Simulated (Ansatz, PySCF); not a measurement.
Process, species as SMILES: CO[Si](Br)(OC)OC + 7 [H][H] (H2) → Br (HBr) + 3 C (CH4) + 3 O (H2O) + [SiH4] (SiH4)
Structures are relaxed separately at B3LYP-D3(BJ)/def2-TZVP in Ansatz (an electronic-structure program), one conformer each, not searched for the lowest. Frequencies are from Ansatz or PySCF.

Wanted: energy of full hydrogenation (enthalpy at 298 K, with B3LYP-D3(BJ) rigid-rotor harmonic-oscillator terms), in kcal/mol. Correlated levels leave the core frozen unless marked. No spin-orbit coupling. The frozen core is the preceding noble-gas configuration, with the filled d and f shells of earlier blocks. Non-relativistic. Basis-set limits of correlation are two-point, X^-3; Hartree-Fock from the larger set. The bracket is a focal-point correction in the basis named.

```
level                                                                 program  energy of full hydrogenation (kcal/mol)  minus last row
-------------------------------------------------------------  --------------  ---------------------------------------  --------------
HF/def2-SVP                                                            Ansatz                                    -10.6           -21.0
PBE-D4/def2-TZVPD                                              Ansatz + dftd4                                     10.7             0.3
BLYP/def2-TZVPD                                                        Ansatz                                      3.3            -7.1
r2SCAN/def2-TZVPD                                                      Ansatz                                     17.2             6.8
B97M-V/def2-TZVPD                                                      Ansatz                                      9.1            -1.3
PBE0/def2-QZVPP                                                        Ansatz                                      0.1           -10.3
CAM-B3LYP/def2-TZVPD                                                   Ansatz                                      7.0            -3.4
wB97M-V/def2-TZVPD                                                     Ansatz                                     14.1             3.7
wB97X-V/def2-TZVPD                                                     Ansatz                                     14.6             4.2
B2GP-PLYP-D3(BJ)/def2-TZVPD                                    Ansatz + dftd3                                     19.4             9.0
B2PLYP-D3(BJ)/def2-TZVPD                                       Ansatz + dftd3                                     17.5             7.1
PBE-QIDH/def2-TZVPD                                                    Ansatz                                     11.7             1.3
RI-MP2/def2-QZVPPD                                                     Ansatz                                     14.9             4.5
SCS-MP2/6-31G                                                          Ansatz                                     -4.2           -14.6
RI-MP2/CBS(def2-TZVPPD,def2-QZVPPD)+[CCSD(T)-MP2]/def2-TZVPPD          Ansatz                                     10.4             0.0
```
